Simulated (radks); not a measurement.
Task: The mean radii <r> (bohr) of the occupied orbitals of an atom or ion are listed with their occupations. Calculated with a radial shooting solver on a logarithmic mesh with Libxc functionals: non-relativistic Kohn-Sham, LB94 model potential, spin-polarised, spherical densities, point nucleus.

| orbital | occ. | <r> |
|---|---|---|
| 1s down | 1 | 0.02485 |
| 1s up | 1 | 0.02485 |
| 2s up | 1 | 0.1057 |
| 2s down | 1 | 0.1056 |
| 2p up | 3 | 0.08964 |
| 2p down | 3 | 0.08960 |
| 3s up | 1 | 0.2674 |
| 3s down | 1 | 0.2677 |
| 3p up | 3 | 0.2560 |
| 3p down | 3 | 0.2563 |
| 3d up | 5 | 0.2254 |
| 3d down | 3 | 0.2255 |

Name the element and its charge. Open shells, if any, are filled with parallel spins first.

Result: Z = 61, promethium, charge +35: Pm35+ in [Ar] 3d8. The 1s radius gives Z: for a bare nucleus <r> = 1.5/Z, 0.02459 bohr for Z = 61, and screening makes it slightly larger (0.02485 here). The occupations add up to 26, and the charge is Z minus that.
